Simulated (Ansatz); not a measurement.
```yaml
crystal:
  periodic: [false, false, false]
  atoms:
    - {symbol: C, position_ang: [0.122909, -1.966374, 3.085077]}
    - {symbol: S, position_ang: [0.012451, -2.753420, 1.405754]}
    - {symbol: Cd, position_ang: [-0.049827, -1.044458, 0.008496]}
    - {symbol: N, position_ang: [-0.096736, 0.507244, -1.373982]}
    - {symbol: C, position_ang: [1.062557, 1.234509, -1.725603]}
    - {symbol: C, position_ang: [-1.328828, 1.388244, -1.572179]}
    - {symbol: H, position_ang: [0.329370, -2.901221, 3.866165]}
    - {symbol: H, position_ang: [1.053377, -1.494386, 3.159565]}
    - {symbol: H, position_ang: [-0.582418, -1.443414, 3.340411]}
    - {symbol: H, position_ang: [2.017703, 0.345696, -1.481796]}
    - {symbol: H, position_ang: [0.871646, 1.627679, -2.633939]}
    - {symbol: H, position_ang: [1.037354, 2.266539, -1.139402]}
    - {symbol: H, position_ang: [-1.222709, 2.156086, -0.933826]}
    - {symbol: H, position_ang: [-1.454502, 1.586472, -2.576445]}
    - {symbol: H, position_ang: [-2.270404, 0.611127, -1.348272]}
basis:
  gaussian: {orbitals: def2-TZVPP}
hamiltonian: {xc: {name: SVWN5}}
scf: {lower_state_search: off}
relax: {f_tol: 0.001, max_steps: 1}
```

```sh
$ ansatz run in.yaml --threads 2 --pin off --events-out ev --progress --plain --max-ram 20480MiB --backend cuda --devices 0, --max-vram 18GiB
```

Task: How does Ansatz answer? (An estimate is asked.)

Result: The calculation gave: The run did not converge.
```
Functional definition: SVWN5
1892 factors; their error is unknown
mean field evaluation 1: about -20029.6100 eV, gradient 1.1e2 eV
mean field evaluation 2: about -19792.3247 eV, gradient 2.7e2 eV
mean field evaluation 4: about -20057.6614 eV, gradient 2.8e1 eV
mean field evaluation 8: about -20059.7992 eV, gradient 6.2e-1 eV
mean field evaluation 16: about -20059.7686 eV, gradient 8.2e-3 eV
mean field -20059.76859043 eV, -737.1828986988 hartree, gradient 7.0e-6 eV, S^2 0.000000; 0 other end points of the search recorded, 0 dependent functions left out
reference -20059.76864292 eV, -737.1829006276 hartree; 35, 35 occupied and 313, 313 virtual orbitals, 1892 factors
relax step   1: F+E_penalty+E_count = -20059.76859043 eV  Δ(F+E_penalty+E_count) = +0.000e0 eV  max|allowed force component| = 9.164e0 eV/Å  Δτ_max = 0.0000 Å  (24 SCF iters, accepted)
Error: geometry relaxation did not converge after 1 steps: max|allowed force component| = 9.16e0 eV/Å (threshold 1.0e-3). Raise `relax.max_steps` over both its present limit and 1, loosen `relax.f_tol`, or start from a geometry closer to equilibrium. Where this run's directory can be resumed (`checkpoint.write`), a resume goes on for up to `relax.max_steps` more
```
